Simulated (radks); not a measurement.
Values are calculated unless marked as measured or tabulated.
Eu27+, 36 electrons, occupied as [Kr].

Code: a radial shooting solver on a logarithmic mesh with Libxc functionals. Model: scalar-relativistic Kohn-Sham, LDA (Slater exchange, VWN5 correlation), spin-polarised, spherical densities, finite nucleus; Fermi nuclear charge, rms radius 5.1115 fm.

Energy parts (eV):
| part | energy |
|---|---|
| total | -285345.37 |
| kinetic | 306299.51 |
| electron-nucleus | -661316.37 |
| Hartree | 75119.76 |
| exchange-correlation | -5448.27 |

Orbitals (lengths in bohr, moments of r in powers of bohr):
orbital,occ.,eigenvalue (eV),<r^4>,<r>,<1/r>
1s,2,-49232.87,1.229e-06,0.02234,70.15
2s,2,-8852.089,0.0001958,0.09512,16.27
2p,6,-7992.051,0.0001454,0.08385,15.24
3s,2,-2626.110,0.007337,0.2476,6.018
3p,6,-2358.204,0.007571,0.2454,5.676
3d,10,-2005.122,0.005880,0.2224,5.396
4s,2,-1128.043,0.1249,0.5165,2.797
4p,6,-1030.306,0.1434,0.5312,2.642
4d,0,-897.7637,0.1590,0.5373,2.466
5s,0,-622.0483,1.113,0.9036,1.589

The highest occupied level is 4p at -1030.3 eV. Summed over all electrons, <r^2> = 3.723 bohr^2, which gives a Langevin (diamagnetic) susceptibility term of -2.95 x 10^-6 cm^3/mol. The electron density at the nucleus is 6.038e+05 e/bohr^3 (large components only).
